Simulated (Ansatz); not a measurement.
Consider the substitution at a C–C bond: `CC(F)[SiH3]` + H₂Se → `FC([SiH3])[SeH]` + CH₄.

Program: Ansatz. Geometries: PBE0-D4/def2-TZVP. ΔE: electronic, gas phase. CCSD(T)/CBS is the MP2 limit (def2-TZVPP, def2-QZVPP) plus CCSD(T) − MP2 in def2-TZVPP, frozen cores. This one scheme is used for every species. DFT in def2-TZVPP. For Se outer-core shells are correlated without core-valence functions, which leaves a few kJ/mol of doubt a bond. Scalar relativity is left out up to krypton. Each species was taken in one conformer, which may not be the lowest.

```tsv
level	ΔE (kcal/mol)
PBE0-D4	-0.5
r2SCAN	-1.1
```

What does CCSD(T)/CBS give? (Estimate.)

The calculation gave: -0.6 kcal/mol. The listed levels differ from it by 0.1, -0.5 kcal/mol.

Largest T1 diagnostic among the species: 0.011.

The D4 term adds −0.9 kcal/mol with B3LYP and −0.4 kcal/mol with PBE0; it sums over pairs of atoms, weighted by their polarisabilities, and B3LYP, whose exchange is more repulsive, gets the larger term. In def2-TZVPP, CCSD(T) changes the Hartree–Fock value by −3.5 kcal/mol (the triples alone add −0.9 kcal/mol) and MP2 by −4.8 kcal/mol. From PBE to PBE0 (25 % exact exchange), in def2-TZVPP and without D4, ΔE moves by +1.3 kcal/mol.

B3LYP here is the variant with VWN-RPA as its local correlation; programs differ in this.
